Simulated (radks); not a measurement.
Ionisation of the barium ion Ba3+, [Kr] 4d10 5s2 5p5, to [Kr] 4d10 5s2 5p4 as the strength of local exchange is varied. All-electron calculation, scalar-relativistic Kohn-Sham, Slater X-alpha exchange (alpha = 2/3 is LDA exchange), no correlation, spin-polarised, spherical densities, point nucleus; open shells are filled with parallel spins first (spin-orbit coupling, left out, can overturn this in heavy ions). Program: a radial shooting solver on a logarithmic mesh with Libxc functionals.

alpha  E(Ba3+) (hartree)  exchange (hartree)  IE (eV)  -e of the level emptied (eV)  <r> of it (bohr)
0.588         -8100.2493           -162.8604   44.605                   39.076 (5p)             1.860
0.667         -8122.2209           -185.1992   45.889                   40.358 (5p)             1.840
0.823         -8165.7678           -229.6294   48.478                   42.950 (5p)             1.802
0.839         -8170.2462           -234.2102   48.748                   43.221 (5p)             1.798
1.048         -8228.9499           -294.4548   52.341                   46.830 (5p)             1.751
?             -8121.3855           -184.3489   45.839                   40.309 (5p)             1.841

Which alpha was used in the last row?

Answer. alpha = 0.664. NIST Atomic Spectra Database: 47.0 +/- 0.3 eV (semi-empirical). The Delta-SCF value meets it near alpha = 0.73. Open shells are spherical and high-spin; term and fine-structure splittings are not resolved. Spin-orbit splitting is averaged out at the scalar-relativistic level.
